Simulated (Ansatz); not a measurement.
**Relaxing a trial structure of GeH4O**

The starting geometry of this gas-phase triplet was optimised with GFN2-xTB as a singlet.

```xyz
6

Ge    0.9984    0.0612    1.1074
O    -0.8871    0.8050   -0.1654
H    -1.4824    0.1502    0.2133
H    -0.1103   -1.0017    1.7017
H     1.1373   -0.9896   -0.1568
H    -0.6560    0.4886   -1.0435
```

Question: Where would you expect an optimisation with B3LYP-D4/def2-TZVP to take it?

Answer: It falls apart into GeH2 + H2O.

The energy falls by 1.14 eV over 40 steps:

```
step  E − E(last) (eV)
   1             1.141
   5             0.052
  10             0.007
  14             0.003
  18             0.001
  23             0.001
  27             0.000
  31             0.000
  36             0.000
  40             0.000
```

Final geometry (Å):

| atom | x (Å) | y (Å) | z (Å) |
| --- | --- | --- | --- |
| Ge | 0.9423 | -1.2283 | 1.1729 |
| O | -1.4407 | 0.8746 | -0.4117 |
| H | -1.4566 | -0.0269 | -0.0667 |
| H | 0.2827 | -0.3410 | 2.2544 |
| H | 1.6368 | -0.5735 | -0.0456 |
| H | -0.9647 | 0.8087 | -1.2466 |

The end wasn't checked by frequencies. Open shells are spin-unrestricted. The triplet needn't be the ground state. Run with Ansatz 0.2.0, 100 s on 2 threads of Arm Neoverse V1, on a shared host.
